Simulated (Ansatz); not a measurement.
System: sum formula Si₂H₄Cl₂, net charge 0, singlet state. 
Coordinates optimised at B3LYP-D3(BJ)/def2-TZVP (Ansatz, an electronic-structure program):
SMILES: Cl[SiH2][SiH2]Cl
```xyz
8

Cl     2.0009     1.7397     0.3442
Si     1.1631    -0.1296     0.0036
Si    -1.1630     0.1307    -0.0104
Cl    -2.0010    -1.7409    -0.3372
H      1.5975    -1.0383     1.0857
H      1.6573    -0.6309    -1.2963
H     -1.5981     1.0316    -1.0988
H     -1.6562     0.6414     1.2863
```
Charge 0, spin multiplicity 1.

Quantity: vertical triplet-singlet gap (E(triplet) - E(singlet); each state is the SCF solution reached for its spin), in kcal/mol. Correlated levels leave the core frozen unless marked. UHF or UKS for open shells. No spin-orbit coupling. Non-relativistic. CBS(X,Y): correlation extrapolated as X^-3; Hartree-Fock from the larger set. The bracket is a focal-point correction in the basis named.

| level | program | vertical triplet-singlet gap (kcal/mol) |
|---|---|---|
| HF/aug-cc-pV(D+d)Z | Ansatz | 132.6 |
| HF/aug-cc-pV(Q+d)Z | Ansatz | 129.4 |
| PBE/def2-TZVPD | Ansatz | 106.2 |
| r2SCAN/def2-TZVPD | Ansatz | 111.8 |
| B3LYP/def2-TZVPD | Ansatz | 116.9 |
| wB97M-V/def2-TZVPD | Ansatz | 125.0 |
| wB97X-V/def2-TZVPD | Ansatz | 127.2 |
| B2PLYP/def2-TZVPD | Ansatz | 122.0 |
| RI-MP2/aug-cc-pV(T+d)Z | Ansatz | 128.4 |
| RI-MP2/aug-cc-pV(Q+d)Z | Ansatz | 128.9 |
| RI-MP2/CBS(aug-cc-pV(T+d)Z,aug-cc-pV(Q+d)Z) | Ansatz | 129.5 |
| SCS-MP2/aug-cc-pV(T+d)Z | Ansatz | 132.9 |
| CCSD(T)/aug-cc-pV(T+d)Z | Ansatz | 124.8 |
| RI-MP2/CBS(aug-cc-pV(T+d)Z,aug-cc-pV(Q+d)Z)+[CCSD(T)-MP2]/aug-cc-pV(D+d)Z | Ansatz | 125.8 |
| RI-MP2/CBS(aug-cc-pV(T+d)Z,aug-cc-pV(Q+d)Z)+[CCSD(T)-MP2]/aug-cc-pV(T+d)Z | Ansatz | 125.8 |
